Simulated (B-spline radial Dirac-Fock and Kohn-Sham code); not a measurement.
**Kohn-Sham estimates against Dirac-Fock for the levels of Mn¹⁵⁺**

System: the Mn¹⁵⁺ ion, [He] 2s2 2p6.

The density-functional columns are spherical, spin-unpolarised Dirac-Kohn-Sham results without Breit or QED terms: −ε is minus the orbital energy of the initial state and ΔSCF the difference of two total energies. The reference in the last column comes from ΔSCF Dirac-Fock with Breit, self-energy and vacuum polarisation, finite nucleus, configuration average. All numbers are from a B-spline atomic structure program, in eV; a selection of levels is shown. The Kohn-Sham columns are given as differences from the reference.

```tsv
level	LDA −ε − DF	LDA ΔSCF − DF	Dirac-Fock
K (1s)	-157.8	+11.8	7059.3
L1 (2s)	-58.4	-17.6	1257.8
L2 (2p1/2)	-43.1	+3.5	1142.1
L3 (2p3/2)	-43.4	+2.7	1131.5
```

For the outermost level NIST gives 1133.7 ± 0.6 eV (semi-empirical); the differences from it are LDA −ε -45.53, LDA ΔSCF +0.58, Dirac-Fock -2.17 eV.

Values without a named source are computed, but for edge energies of neutral atoms, which are taken from tables.
